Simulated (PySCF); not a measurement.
This PySCF input asks for the NMR shieldings of `InChI=1S/C3H8O3SSi/c1-4-2-5-3(7)6-8/h2H2,1,8H3`; the geometry comes from GFN2-xTB.

```python
import basis_set_exchange as bse
import numpy as np
from pyscf import gto, dft
from pyscf.prop import nmr

atoms = """
C    -2.340833    0.886716   -0.231615
O    -1.896599   -0.228366   -0.987094
C    -1.076396   -1.081744   -0.306439
O     0.203873   -0.468459   -0.110841
C     1.147288   -1.160726    0.528867
S     0.939686   -2.655667    1.128646
O     2.270144   -0.511586    0.634687
Si    2.571989    1.007550    0.021437
H    -3.024886    1.431972   -0.876951
H    -1.505597    1.532768    0.050470
H    -2.866360    0.556715    0.670867
H    -1.472500   -1.363210    0.685694
H    -0.949844   -1.983913   -0.916676
H     3.944692    1.122378    0.481338
H     2.399810    0.971760   -1.425417
H     1.647933    1.952756    0.641616
"""
names = dict.fromkeys(["C", "O", "S", "Si", "H"], "pcSseg-1")
basis = {el: gto.basis.parse(bse.get_basis(n, elements=[el], fmt="nwchem")) for el, n in names.items()}
mol = gto.M(atom=atoms, basis=basis, charge=0, verbose=0)
mf = dft.RKS(mol, xc="PBE0")
mf.grids.level = 2
mf.grids.alignment = dft.numint.BLKSIZE   # the property module wants whole blocks of grid points
mf.conv_tol = 1e-9
mf.kernel()

calc = nmr.RKS(mf)   # GIAO
C = mf.mo_coeff
Co = C[:, mf.mo_occ > 0]
resp = mf.gen_response(singlet=True, hermi=2)
def vind(x):   # induced exchange potential for any number of trial vectors
    d = np.einsum("pi,xij,qj->xpq", C, 2 * x.reshape(-1, C.shape[1], Co.shape[1]), Co, optimize=True)
    return np.einsum("xpq,pi,qj->xij", resp(d - d.transpose(0, 2, 1)), C, Co, optimize=True).ravel()
mo1, _ = nmr.rhf.solve_mo1(calc, with_cphf=vind)
sigma = calc.kernel(mo1)
for i, s in enumerate(sigma):   # ppm
    w = np.linalg.eigvalsh((s + s.T) / 2)
    print("%2d %-2s iso %8.1f  s11 %8.1f  s22 %8.1f  s33 %8.1f" % (i, mol.atom_pure_symbol(i), w.mean(), *w))
```

Question: What are the results?

Answer: 
```
 0 C  iso    126.8  s11     91.0  s22    106.3  s33    183.0
 1 O  iso    285.4  s11    231.3  s22    306.6  s33    318.4
 2 C  iso     83.0  s11     57.3  s22     80.9  s33    110.9
 3 O  iso     78.5  s11   -115.4  s22    149.0  s33    201.8
 4 C  iso     -7.1  s11   -151.6  s22     61.8  s33     68.7
 5 S  iso    310.6  s11     83.9  s22    210.8  s33    637.0
 6 O  iso    152.5  s11     21.9  s22    200.5  s33    235.1
 7 Si iso    387.5  s11    359.2  s22    361.1  s33    442.1
 8 H  iso     27.8  s11     24.1  s22     25.4  s33     33.8
 9 H  iso     27.8  s11     23.1  s22     27.6  s33     32.9
10 H  iso     28.4  s11     25.2  s22     26.1  s33     33.8
11 H  iso     26.3  s11     21.6  s22     27.9  s33     29.3
12 H  iso     26.0  s11     21.1  s22     28.4  s33     28.5
13 H  iso     27.0  s11     23.1  s22     25.8  s33     32.2
14 H  iso     26.8  s11     23.7  s22     25.5  s33     31.1
15 H  iso     26.8  s11     23.5  s22     26.1  s33     30.8
```

These numbers come from an equivalent density-fitted implementation of the same equations, which agrees with the script to about 0.01 ppm for H and up to a few tenths of a ppm for heavy atoms, so last digits may differ.

Question: Turn these shieldings into chemical shifts. Referencing at the same level of theory: TMS for 13C (σref 186.93), 29Si (σref 349.16), 1H (σref 31.72); 17O (σref 336.08) vs H2O; CS2 for 33S (σref 503.73).

Answer: Averaging equivalent atoms: C 4: 194.0; C 2: 103.9; C 0: 60.2; O 3: 257.6; O 6: 183.6; O 1: 50.6; S 5: 193; Si 7: -38.3; H 11/12: 5.57; H 13/14/15: 4.84; H 8/9/10: 3.71 ppm. Unscaled 17O shifts of doubly bonded oxygen tend to come out too high, by tens of ppm or more. Experimental scales use liquid or dissolved standards, which lie at an offset from isolated H2O (liquid H2O: subtract about 36 ppm).

Size and cost of the density-fitted run: 190 basis functions, 25 s wall time on 1 thread of an Arm Neoverse V2, shared host; peak memory 0.84 GiB.
